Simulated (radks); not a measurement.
Ionisation of neutral helium, [He], to 1s1 as the strength of local exchange is varied. Method: Dirac Kohn-Sham, Slater X-alpha exchange (alpha = 2/3 is LDA exchange), no correlation, spin-unpolarised, spherical densities, finite nucleus; Gaussian nuclear charge, rms radius 1.6755 fm; computed with a radial shooting solver on a logarithmic mesh with Libxc functionals.

| alpha | E(He) (hartree) | exchange (hartree) | IE (eV) | -e of the level emptied (eV) | <r> of it (bohr) |
|---|---|---|---|---|---|
| 0.667 | -2.72419 | -0.85335 | 24.958 | 14.073 (1s1/2) | 0.9719 |
| 0.886 | -3.01305 | -1.20367 | 29.161 | 17.873 (1s1/2) | 0.9080 |
| 0.896 | -3.02666 | -1.22049 | 29.361 | 18.056 (1s1/2) | 0.9053 |
| 0.92 | -3.05945 | -1.26115 | 29.843 | 18.499 (1s1/2) | 0.8989 |
| 0.937 | -3.08281 | -1.29020 | 30.187 | 18.815 (1s1/2) | 0.8944 |

NIST Atomic Spectra Database: 24.587 eV (measured). The central value is not met in this range of alpha. Spin polarisation and multiplet splitting are left out, so open shells lie too high by an amount that depends on their filling.

Beside tabulated values, note that spin-unpolarised runs miss the spin-polarisation part of the exchange energy of open shells.
